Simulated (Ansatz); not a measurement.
`[SiH3]O[CH]([SiH3])[InH2]` + H₂S → `[SiH3]OC([SiH3])S` + `[InH3]`  (substitution at a C–In bond)

Gas-phase electronic energies from Ansatz, PBE0-D4/def2-TZVP geometries. CBS: MP2 limit from def2 TZ/QZ plus the TZ coupled-cluster correction, frozen cores. This one scheme is used for every species. DFT in def2-TZVPP. B3LYP here is the variant with VWN-RPA as its local correlation; programs differ in this. def2 core potentials past Kr. For In outer-core shells are correlated without core-valence functions, which leaves a few kJ/mol of doubt a bond. One conformer a species, not always the lowest.

| species | B3LYP energy (Eh) |
| --- | --- |
| `[SiH3]O[CH]([SiH3])[InH2]` | -888.02112 |
| H₂S | -399.42676 |
| `[SiH3]OC([SiH3])S` | -1095.47712 |
| `[InH3]` | -191.96617 |

(1) Work out ΔE.

Largest T1 diagnostic among the species: 0.014.

Answers

(1) ΔE = (-1095.47712) + (-191.96617) − (-888.02112) − (-399.42676) = 0.00459 Eh = +12.1 kJ/mol. CCSD(T)/CBS gives +29.6 kJ/mol.

In def2-TZVPP, CCSD(T) changes the Hartree–Fock value by +22.4 kJ/mol (the triples alone add +1.7 kJ/mol) and MP2 by +24.3 kJ/mol.
